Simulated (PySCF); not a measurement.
These are B3LYP-D3(BJ)/def2-TZVP // BP86-D3(BJ)/def2-SVP run with PySCF 2.14.0 values and carry that method's errors. All species are isolated molecules in the gas phase. One relaxed conformer stands for a flexible species; it need not be the lowest. B3LYP has the VWN-RPA correlation part, as in Gaussian. 

Reference species: [Mo(F)6] (neutral, multiplicity 1).

| Item | Result |
|---|---|
| HOMO–LUMO gap | 6.27 eV |
| coordination number | 6 |

Changed species: [Mo(F)(NH2)5] (5 of 6 F replaced by NH2; the reference has 0 of 6 F replaced by NH2).

Give the shifts of the HOMO–LUMO gap and coordination number.

the HOMO–LUMO gap decreases by 2.54 eV, to 3.73 eV; the coordination number stays essentially unchanged.
